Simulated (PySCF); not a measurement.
# Working out the ionisation energy of As¹⁶⁺

As¹⁶⁺ [Ne] 3s2 3p5 (2P) → As¹⁷⁺ [Ne] 3s2 3p4 (3P). All numbers are calculated (PySCF 2.14, the spin-free X2C one-electron Hamiltonian (Gaussian nucleus), in an uncontracted even-tempered set (19 s from 1.2 bohr⁻², ratio 2.5; 12 p from 1.6 bohr⁻², ratio 2.5; 5 d from 9.5 bohr⁻², ratio 2.7; 4 f from 14 bohr⁻², ratio 2.7)). Frozen: 1s2; the 22 highest virtual orbitals dropped. Energies in hartree (1 hartree = 27.21139 eV):

```
            part  As¹⁶⁺ (lower)  As¹⁷⁺ (upper)
             UHF   -2128.905230   -2105.780173
CCSD correlation      -0.580188      -0.547524
             (T)      -0.002594      -0.002498
```

Task: What does Hartree-Fock give?

Result: (-2105.780173) − (-2128.905230) = 23.125057 hartree = 629.265 eV.

Task: What do CCSD and CCSD(T) give?

Result: The CCSD correlation energies differ by 0.032664 hartree = 0.889 eV and the triples by 0.000096 hartree = 0.003 eV, so CCSD gives 630.154 eV and CCSD(T) 630.157 eV.

Reference: 628.8 ± 0.6 eV (semi-empirical (NIST evaluation); NIST Atomic Spectra Database, ionization energies), between the lowest levels; spin-orbit coupling is absent from the calculation.

What remains against the reference includes basis incompleteness, the frozen core and higher excitations.
